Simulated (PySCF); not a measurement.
## Silicon: a sound run and one with changed settings

Sound run: Si²⁺ [Ne] 3s2, Si³⁺ [Ne] 3s1. Calculation: PySCF 2.14, in pcseg-2; no relativity, point nucleus. In the sound run the correlated levels freeze [Ne]. The sound run starts from symmetry-adapted Hartree-Fock orbitals and uses a fine grid where one is needed.

Changed run: initial guess minao, at most 50 SCF cycles.

| species | method | sound run (hartree) | changed run (hartree) | converged |
| --- | --- | --- | --- | --- |
| Si²⁺ | UHF | -287.98691 | -287.98691 | yes |
| Si²⁺ | r2SCAN | -288.43280 | -288.43280 | yes |
| Si²⁺ | CCSD(T) | -288.03115 | -288.03115 | yes |
| Si³⁺ | M06-2X | -287.23180 | -287.23180 | yes |

Here the plain start reaches the same solutions.
